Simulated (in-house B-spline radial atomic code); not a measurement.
As. Computed with a B-spline radial atomic code. Model: non-relativistic spherical atom: semilocal Troullier-Martins pseudo-atom, one channel per l, against all electrons, high spin, G0W0 and RPA with empty states to l = 8, local potential for every l without a channel, a model core (radius 0 = none) keeps its share of the functional.

What the tables leave out is listed at the end.

The pseudopotential gives back the lowest level of each angular momentum of its own functional in the configuration it was made in; a second state of the same l is only approximately right. Exact exchange, RPA and GW see the smooth pseudo-orbitals and miss the exchange with the core, for which the functional's share stands in. The column with an uncorrelated core keeps all orbitals and exact exchange, and so separates missing core correlation from pseudisation. Only the three outermost levels and the lowest empty one were computed. RPA here is direct RPA, with no exchange kernel, and its energies carry an (l + 1/2)⁻⁴ tail. A hybrid on a potential with a model core restores only its own semilocal share of the core's exchange.

Command:
```bash
python run_psgw.py task.json out
```
Settings (lengths in bohr, energies in hartree):
```
Z                      33
electrons              33
configuration          [Ar] 3d10 4s2 4p3
generated_in           [Ar] 3d10 4s2 4p3
functional             pbe,pbe
core_shells            4
radius_factor          1.15
core_correction        False
```

Time taken, with all properties: 17 s on 1 thread of Intel(R) Xeon(R) 6975P-C (Granite Rapids), with other jobs on the host.

Given: made with PBE; model core radius 0 bohr; local radius 0.795 bohr; mean-field start PBE.

Valence shells of the generating configuration: 3p, 3d, 4s, 4p.

Channel: s 1.91, p 0.598, d 1.657 (radii in bohr).

Computed: largest level miss in the spin-unpolarised generating configuration 0.029 eV; valence RPA correlation energy all-electron orbitals -1.4116 hartree; valence RPA correlation energy pseudo -1.4294 hartree; all-electron RPA polarisability, core included 27.777 bohr³.

| level | occupied | mean-field all-electron (eV) | mean-field pseudo minus all (eV) | G0W0 all-electron (eV) | G0W0 uncorrelated core minus all (eV) | G0W0 pseudo minus all (eV) | exchange self-energy all-electron (eV) | exchange self-energy pseudo (eV) |
| --- | --- | --- | --- | --- | --- | --- | --- | --- |
| 4p up | 1 | -5.9554 | -0.029 | -9.6681 | 0.001 | 0.049 | -16.345 | -15.593 |
| 4p down (empty) | 0 | -3.6564 | -0.034 | -1.1089 | 0.001 | 0.131 | -4.3055 | -3.559 |

Q: What is the pseudo-atom RPA polarisability?

A: 27.338 bohr³.

Given: mean-field start PBE0.

Computed: valence RPA correlation energy all-electron orbitals -1.355 hartree; all-electron RPA polarisability, core included 23.291 bohr³; pseudo-atom RPA polarisability 23.288 bohr³.

```json
{"level": "4p up", "occupied": "1", "mean-field all-electron (eV)": "-7.1338", "mean-field pseudo minus all (eV)": "0.055", "G0W0 all-electron (eV)": "-9.9925", "G0W0 uncorrelated core minus all (eV)": "0.001", "G0W0 pseudo minus all (eV)": "0.117", "exchange self-energy all-electron (eV)": "-16.38", "exchange self-energy pseudo (eV)": "-15.58"}
{"level": "4s down", "occupied": "1", "mean-field all-electron (eV)": "-13.452", "mean-field pseudo minus all (eV)": "-0.515", "G0W0 all-electron (eV)": "-16.339", "G0W0 uncorrelated core minus all (eV)": "-0.068", "G0W0 pseudo minus all (eV)": "-1.392", "exchange self-energy all-electron (eV)": "-16.195", "exchange self-energy pseudo (eV)": "-17.477"}
{"level": "4p down (empty)", "occupied": "0", "mean-field all-electron (eV)": "-2.6294", "mean-field pseudo minus all (eV)": "0.053", "G0W0 all-electron (eV)": "-0.81084", "G0W0 uncorrelated core minus all (eV)": "0.001", "G0W0 pseudo minus all (eV)": "0.149", "exchange self-energy all-electron (eV)": "-3.9153", "exchange self-energy pseudo (eV)": "-3.2384"}
```

Q: What is the valence RPA correlation energy pseudo?

A: -1.3829 hartree.

Given: mean-field start Hartree-Fock.

Computed: valence RPA correlation energy all-electron orbitals -1.2179 hartree; valence RPA correlation energy pseudo -1.2653 hartree; all-electron RPA polarisability, core included 17.134 bohr³.

```csv
level,occupied,mean-field all-electron (eV),mean-field pseudo minus all (eV),G0W0 all-electron (eV),G0W0 uncorrelated core minus all (eV),G0W0 pseudo minus all (eV),exchange self-energy all-electron (eV),exchange self-energy pseudo (eV)
4p up,1,-10.073,0.417,-10.402,0.001,0.334,-16.182,-15.218
4s down,1,-15.13,-2.666,-16.507,-0.059,-1.868,-15.539,-19.554
```

Q: What is the pseudo-atom RPA polarisability?

A: 17.82 bohr³.

Among the listed levels the largest G0W0 shift of the pseudo-atom is -1.87 eV, for 4s down on the Hartree-Fock start, while leaving the core uncorrelated moves that level by -0.06 eV. So pseudisation and the lost core exchange, not the missing core correlation, make the error. Not in the tables (levels of low weight, unsolved or above zero; the highest and the empty levels are kept at any weight): on PBE the G0W0 levels 4s down (pseudo minus all -1.03 eV, weights 0.64 and 0.74), 4s up (pseudo minus all -1.41 eV, weights 0.06 and 0.06); on PBE0 the G0W0 levels 4s up (pseudo minus all -1.31 eV, weights -0.00 and 0.34); on Hartree-Fock the G0W0 levels 4s up (pseudo minus all -1.42 eV, weights 0.52 and 0.81).
